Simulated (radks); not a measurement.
Results of a calculation; reference values are marked as such.
Q: The bismuth anion Bi3-, [Rn], held by a Watson sphere: a shell of charge +4.1 at radius R that stands for the Madelung well of a crystal (potential energy -4.1/R inside, -4.1/r outside, in hartree with lengths in bohr). Code: a radial shooting solver on a logarithmic mesh with Libxc functionals. Model: scalar-relativistic Kohn-Sham, LDA (Slater exchange, Perdew-Wang correlation), spin-polarised, spherical densities, finite nucleus; Fermi nuclear charge, rms radius of each element as measured or else 0.836 A^(1/3) + 0.57 fm. Response by self-consistent Sternheimer equations with the Hartree and adiabatic LDA kernel, the relativistic mass of each level held fixed and spin-orbit coupling left out. The sphere does not respond.

| R (bohr) | e(5d) (eV) | e(6s) (eV) | e(6p) (eV) | <r> 6p (bohr) | sum of <r^2> (bohr^2) | X-ray form factor at sin(theta)/lambda = 0.1 1/angstrom | alpha (bohr^3) |
|---|---|---|---|---|---|---|---|
| 2.77 | -35.355 | -24.816 | -14.999 | 2.773 | 95.79 | 80.070 | 40.45 |
| 3.2 | -33.382 | -22.668 | -13.572 | 2.955 | 103.5 | 79.766 | 53.91 |
| 4.49 | -29.980 | -18.396 | -10.020 | 3.476 | 128.1 | 79.041 | 123.3 |
| 5.2 | -28.874 | -16.989 | -8.597 | 3.738 | 142.4 | 78.763 | 186.1 |
| 5.79 | -28.170 | -16.123 | -7.642 | 3.944 | 154.9 | 78.592 | 256.0 |

Estimate the row for R = 2.63 bohr.

A: e(5d) (eV) -36.170; e(6s) (eV) -25.606; e(6p) (eV) -15.466; <r> 6p (bohr) 2.713; sum of <r^2> (bohr^2) 93.35; X-ray form factor at sin(theta)/lambda = 0.1 1/angstrom 80.174; alpha (bohr^3) 36.92.
